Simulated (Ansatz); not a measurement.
A nudged elastic band was laid between two geometries of CH₄BClN₂ (9 atoms, charge 0, multiplicity 1).

All numbers below come from RKS PBE/def2-SVPD (Ansatz).

| Property | Result |
| --- | --- |
| movable images | 7 |
| climbing image | yes |
| spring | 5.0 eV/Å² |
| optimiser | quadratic models (default) |
| start path | through a guess of the saddle point |
| force threshold | 0.05 eV/Å |
| iteration limit | 60 |
| end points | relaxed |

First end point:

```xyz
9
Properties=species:S:1:pos:R:3
N -0.229 -0.391 1.664
C 0.573 0.190 0.857
N 0.356 0.267 -0.527
B -0.683 -0.197 -1.383
Cl -2.104 -1.076 -0.833
H 0.123 -0.328 2.627
H 1.520 0.692 1.157
H 1.105 0.762 -1.013
H -0.573 0.035 -2.565
```

Last end point:

```xyz
9
Properties=species:S:1:pos:R:3
N 0.129 -0.216 1.898
C 0.765 0.291 0.917
N 0.433 0.301 -0.460
B -0.657 -0.209 -1.204
Cl -2.014 -1.084 -0.462
H -0.747 -0.673 1.604
H 1.724 0.809 1.115
H 1.135 0.782 -1.026
H -0.679 -0.049 -2.400
```

Question: Which bonds break or form, and what moves?

Answer: No bond is made or broken. The dihedral H6–N1–C2–N3 changes from -180 to 0° by way of a nearly straight angle H6–N1–C2 (up to 178°), not by a turn about the bond.

Question: Give the energies along the band, and the barrier.

Answer: It converged. The highest image is number 4 of 0 to 8, 87.8 kJ/mol above the first end and 93.7 kJ/mol above the last; the last end lies 5.9 kJ/mol below the first. A vibrational analysis at the climbing image gives one clearly imaginary mode, 1017i cm⁻¹: a first-order saddle point.

```json
{"image": "0", "path coordinate (Å)": "0.00", "energy (kJ/mol)": "0.0", "angle H6–N1–C2 (°)": "110"}
{"image": "1", "path coordinate (Å)": "0.25", "energy (kJ/mol)": "4.9", "angle H6–N1–C2 (°)": "116"}
{"image": "2", "path coordinate (Å)": "0.51", "energy (kJ/mol)": "24.7", "angle H6–N1–C2 (°)": "129"}
{"image": "3", "path coordinate (Å)": "0.76", "energy (kJ/mol)": "61.9", "angle H6–N1–C2 (°)": "151"}
{"image": "4", "path coordinate (Å)": "1.01", "energy (kJ/mol)": "87.8", "angle H6–N1–C2 (°)": "178"}
{"image": "5", "path coordinate (Å)": "1.29", "energy (kJ/mol)": "55.1", "angle H6–N1–C2 (°)": "150"}
{"image": "6", "path coordinate (Å)": "1.57", "energy (kJ/mol)": "14.9", "angle H6–N1–C2 (°)": "128"}
{"image": "7", "path coordinate (Å)": "1.84", "energy (kJ/mol)": "-1.4", "angle H6–N1–C2 (°)": "117"}
{"image": "8", "path coordinate (Å)": "2.12", "energy (kJ/mol)": "-5.9", "angle H6–N1–C2 (°)": "112"}
```

Question: What is the geometry of the highest image?

Answer: 
```xyz
9
Properties=species:S:1:pos:R:3
N 0.013 -0.268 1.730
C 0.717 0.245 0.851
N 0.436 0.274 -0.548
B -0.667 -0.172 -1.319
Cl -2.096 -0.960 -0.632
H -0.555 -0.644 2.461
H 1.699 0.762 1.041
H 1.183 0.724 -1.084
H -0.642 -0.005 -2.516
```

Question: What are the harmonic wavenumbers there?

Answer: 1017i, 110, 153, 288, 359, 445, 680, 685, 807, 841, 907, 943, 1084, 1254, 1377, 1444, 1817, 2590, 2812, 3485, 3866 cm⁻¹.

The run took 3.5 min on 2 threads of Intel(R) Xeon(R) Platinum 8275CL CPU @ 3.00GHz (Skylake/Cascade Lake) (shared host), peak memory 0.19 GiB.
